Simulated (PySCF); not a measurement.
**Xe³¹⁺: ionisation energy**

Xe³¹⁺ [Ar] 3d5 (6S) → Xe³²⁺ [Ar] 3d4 (5D), as a difference of total energies. Calculation: PySCF 2.14, in an uncontracted even-tempered set (18 s from 4.4 bohr⁻², ratio 2.5; 12 p from 5.7 bohr⁻², ratio 2.5; 8 d from 5.7 bohr⁻², ratio 2.5; 4 f from 23 bohr⁻², ratio 2.7; 3 g from 35 bohr⁻², ratio 2.7); the spin-free X2C one-electron Hamiltonian (Gaussian nucleus). Correlated levels: outer shells: [Ne] frozen; virtual orbitals above 40 to 60 times the deepest correlated orbital energy dropped. The calculations carry no spin-orbit coupling.

```tsv
method	ionisation energy (eV)
UHF	1935.9
LDA	1934.0
PBE	1933.5
PBE0	1934.6
r2SCAN	1935.0
M06-L	1936.3
MN15	1930.7
MP2 (outer shells)	1936.3
SCS-MP2 (outer shells)	1935.8
```

A first-order spin-orbit estimate (lowest level to lowest level, LS coupling) adds -9.320 eV.

Breit and QED terms and the two-electron picture change are absent.

For comparison: 1919 ± 4 eV (theoretical estimate listed by NIST; NIST Atomic Spectra Database, ionization energies).
